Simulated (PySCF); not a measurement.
**How methods differ on the excitation energy of As**

As [Ar] 3d10 4s2 4p3 (4S) → As [Ar] 3d10 4s1 4p4 (4P), as a difference of total energies. All numbers are calculated (PySCF 2.14, the spin-free X2C one-electron Hamiltonian (Gaussian nucleus), in x2c-TZVPPall). Correlated levels: valence: [Ar] 3d10 frozen; valence and next inner shell: [Ne] frozen. The calculations carry no spin-orbit coupling.

```tsv
method	excitation energy (eV)
UHF	8.675
LDA	9.287
PBE	9.137
PBE0	9.081
r2SCAN	8.841
LC-wPBE	9.206
BHandHLYP	9.148
M06-2X	8.678
r2SCANh	8.845
ROHF	8.811
MP2 (valence)	8.735
SCS-MP2 (valence)	8.745
MP2 (valence and next inner shell)	8.874
SCS-MP2 (valence and next inner shell)	8.855
```

Question: How much does correlation contribute at MP2 (valence and next inner shell)?

Answer: 8.874 − (8.675) = 0.199 eV, measured against UHF.

A first-order spin-orbit estimate (lowest level to lowest level, LS coupling) adds -0.090 eV.
